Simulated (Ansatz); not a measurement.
Mulliken charges of `CC1=C[Se]1` from PBE/def2-TZVPP in Ansatz (PBE0-D4/def2-TZVP geometry).

```csv
atom,x (Å),y (Å),z (Å),charge (e)
C1,-0.059,1.116,-0.117,-0.175
C2,0.101,-0.332,-0.036,-0.021
C3,-0.191,-1.492,0.396,-0.134
Se4,1.306,-1.685,-0.881,-0.147
H5,0.869,1.614,0.175,0.111
H6,-0.868,1.450,0.537,0.100
H7,-0.282,1.412,-1.145,0.111
H8,-0.785,-2.140,1.015,0.156
```

Q: By hand: the dipole of these point charges (1 e Å = 4.8032 D).

A: Σ q r = (-0.302, 0.406, 0.202) e Å, of length 0.545 e Å = 2.62 D.

Q: How does the dipole of the full density compare? (Best estimate.)

A: Ansatz gave: (-0.357, 0.376, 0.254) e Å, 2.77 D; the point charges give 0.95 times that, at 8° from its direction.

Point charges leave out the atoms' own dipoles, such as those of lone pairs, and Mulliken's split depends on the basis, so the close match here is no proof of good charges.
